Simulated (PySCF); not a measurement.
Molfile (atoms numbered from 1):
```
C4H7F3O2
     RDKit          3D

 16 15  0  0  0  0  0  0  0  0999 V2000
   -2.5341   -1.2370    0.2622 C   0  0  0  0  0  0  0  0  0  0  0  0
   -1.1186   -1.2952    0.3780 O   0  0  0  0  0  0  0  0  0  0  0  0
   -0.4769   -0.1365    0.0561 C   0  0  2  0  0  0  0  0  0  0  0  0
   -0.6195    0.1209   -1.3080 F   0  0  0  0  0  0  0  0  0  0  0  0
    1.0129   -0.2850    0.3821 C   0  0  0  0  0  0  0  0  0  0  0  0
    1.6824    0.9613    0.4508 O   0  0  0  0  0  0  0  0  0  0  0  0
    2.0816    1.4812   -0.7377 C   0  0  0  0  0  0  0  0  0  0  0  0
    3.1610    0.8104   -1.2233 F   0  0  0  0  0  0  0  0  0  0  0  0
    2.4862    2.7368   -0.5193 F   0  0  0  0  0  0  0  0  0  0  0  0
   -2.8965   -2.2144    0.5690 H   0  0  0  0  0  0  0  0  0  0  0  0
   -2.9416   -0.4622    0.9193 H   0  0  0  0  0  0  0  0  0  0  0  0
   -2.8341   -1.0358   -0.7691 H   0  0  0  0  0  0  0  0  0  0  0  0
   -0.9069    0.7527    0.5520 H   0  0  0  0  0  0  0  0  0  0  0  0
    1.0982   -0.7252    1.3762 H   0  0  0  0  0  0  0  0  0  0  0  0
    1.4800   -0.9506   -0.3504 H   0  0  0  0  0  0  0  0  0  0  0  0
    1.3184    1.4876   -1.5361 H   0  0  0  0  0  0  0  0  0  0  0  0
  1  2  1  0
  2  3  1  0
  3  4  1  0
  3  5  1  0
  5  6  1  0
  6  7  1  0
  7  8  1  0
  7  9  1  0
  1 10  1  0
  1 11  1  0
  1 12  1  0
  3 13  1  1
  5 14  1  0
  5 15  1  0
  7 16  1  0
M  END
```

Geometry: GFN2-xTB; GIAO shifts from PySCF 2.14, gas phase, non-relativistic, averaged over equivalent atoms.

At B97-2/pcseg-1 (161 basis functions, roughly 60 core-seconds):
```json
{"atoms": "C7", "δ (ppm)": "124.4"}
{"atoms": "C3", "δ (ppm)": "120.5"}
{"atoms": "C5", "δ (ppm)": "72.5"}
{"atoms": "C1", "δ (ppm)": "59.1"}
{"atoms": "O6", "δ (ppm)": "99.5"}
{"atoms": "O2", "δ (ppm)": "70.8"}
{"atoms": "F8", "δ (ppm)": "-105.1"}
{"atoms": "F9", "δ (ppm)": "-106.4"}
{"atoms": "F4", "δ (ppm)": "-150.9"}
{"atoms": "H16", "δ (ppm)": "6.73"}
{"atoms": "H13", "δ (ppm)": "5.60"}
{"atoms": "H15", "δ (ppm)": "4.27"}
{"atoms": "H14", "δ (ppm)": "3.97"}
{"atoms": "H10/H11/H12", "δ (ppm)": "3.88"}
```

References, each an isolated molecule treated in the same way: TMS for 13C (σref 195.88) and 1H (σref 31.98); 17O (σref 336.76) vs H2O; 19F (σref 182.35) vs CFCl3.

Task: Predict the values at PBE0/pcSseg-1 on the same geometry.

Result: 
| atoms | δ at PBE0/pcSseg-1 | change |
| --- | --- | --- |
| C7 | 124.5 | +0.1 |
| C3 | 120.4 | -0.1 |
| C5 | 71.6 | -0.9 |
| C1 | 59.0 | -0.1 |
| O6 | 105.5 | +6.0 |
| O2 | 75.6 | +4.8 |
| F8 | -105.3 | -0.2 |
| F9 | -106.0 | +0.4 |
| F4 | -155.1 | -4.2 |
| H16 | 6.75 | +0.02 |
| H13 | 5.61 | +0.01 |
| H15 | 4.23 | -0.04 |
| H14 | 3.92 | -0.05 |
| H10/H11/H12 | 3.82 | -0.06 |

Referencing at the same level of theory: 13C (σref 186.93), 1H (σref 31.72) against TMS; 17O (σref 336.08) against H2O; 19F (σref 170.95) against CFCl3.

The largest change is at O6 (ether oxygen). Cost: 188 basis functions, about 90 core-seconds. The order of the carbon signals is the same at both levels.

Unscaled 19F shifts against computed CFCl3 carry errors that often reach 10 to 50 ppm. Experimental scales use liquid or dissolved standards, which lie at an offset from isolated H2O (liquid H2O: subtract about 36 ppm).
